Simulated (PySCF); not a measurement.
## Assignment exercise: C4H11NSi

Structure with atom numbers: `[CH2:1]=[CH:2][N:3]([CH3:4])[CH2:5][SiH3:6]`; H(Xn) means a hydrogen on atom n. Ha(C1) is cis to N3; Hb(C1) is trans to N3.

- shieldings: GIAO PBE0/pcSseg-1
- structure optimised with GFN2-xTB
- program: PySCF
- non-relativistic, no solvent model, averaged over atoms made equivalent by symmetry, fast rotation or ring inversion, one conformer

Referencing at the same level of theory: TMS for $^{13}$C (σ = 186.93 ppm), $^{1}$H (σ = 31.72 ppm).

**Question.** Assign these signals to the numbered atoms. $^{13}$C{$^{1}$H} NMR (computed): δ 147.6, 84.7, 43.5, 37.0.

**Answer.** 
```tsv
δ (ppm)	atoms	environment	reason
147.6	C2	alkene carbon bearing nitrogen	an sp2 carbon further deshielded by the attached heteroatom
84.7	C1	β carbon of an enol-ether or enamine type C=C	the O or N lone pair pushes π density onto this β carbon and shields it
43.5	C5	sp3 CH2 bonded to N and Si	deshielded by the electronegative neighbour
37.0	C4	methyl carbon bonded to N	the inductive effect lowers its shielding
```

**Question.** Assign these signals to the numbered atoms. $^{1}$H NMR (400 MHz, computed): δ 6.12 (m, 1H), 3.89 (m, 1H), 3.74 (t, 3H), 3.67 (m, 1H), 3.02 (q, 2H), 2.60 (s, 3H).

**Answer.** 
| δ (ppm) | atoms | environment | reason |
| --- | --- | --- | --- |
| 6.12 | H(C2) | hydrogen on an alkene carbon bearing nitrogen | attached to an sp2 carbon and in the plane of the double bond |
| 3.89 | Hb(C1) | hydrogen on a β carbon of an enol-ether or enamine type C=C | lone-pair donation from O or N shields it, upfield of ordinary alkene protons |
| 3.74 | H(Si6) | hydrogen on a silicon bonded to C | – |
| 3.67 | Ha(C1) | hydrogen on a β carbon of an enol-ether or enamine type C=C | lone-pair donation from O or N shields it, upfield of ordinary alkene protons |
| 3.02 | H(C5) | hydrogen on an sp3 CH2 bonded to N and Si | its carbon carries N, an electronegative neighbour |
| 2.60 | H(C4) | hydrogen on a methyl carbon bonded to N | its carbon carries N, hence the downfield position |

H(Si6) and Ha(C1) lie closer than the usual error of such a calculation, so a measured spectrum could show them in the other order.

Shifts are as computed. Against solution values, carbons near 30 ppm lie about +3 ppm off and those near 130 ppm about +5 ppm. Of 1211 compounds with measured shifts, 218 miss one by over three times the rms of a fit or turn the order of signals round; such compounds aren't used in these exercises. Multiplicities follow the n + 1 count of equivalent neighbours, as no J values were calculated; m marks all less simple cases, F and P coupling included.
